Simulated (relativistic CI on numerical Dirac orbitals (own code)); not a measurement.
# Co2+: 3s photoemission

Computed with this model: Dirac-Coulomb-Breit CI, KLI orbitals optimised for each configuration, model QED (radiative potential, 1s self-energy scaled to tabulated hydrogen-like ionisation energies), valence Slater integrals scaled by 0.9, multiplet model of photoemission in the sudden approximation; configurations [Ar] 3d7 → [Ne] 3s 3p6 3d7; 80 K; Lorentzian 2.1 eV and Gaussian 0.6 eV FWHM. Energies are those of the free ion, without screening or charge transfer. The energies are binding energies and can lie tens of eV above those of solids. Without intra-shell correlation the exchange splitting of an s hole comes out too large, often by half or more. S is read from ⟨S²⟩ = S(S + 1).

free ion: ground-state S = 1.50, centroid 139.65 eV. Peaks (eV, height): 136.2 (100), 145.4 (60).

Strongest unbroadened transitions for free ion:

```tsv
Energy (eV)	Relative strength
136.17	100.0
136.27	13.9
140.86	0.0
140.91	0.1
145.41	50.0
145.62	17.8
```
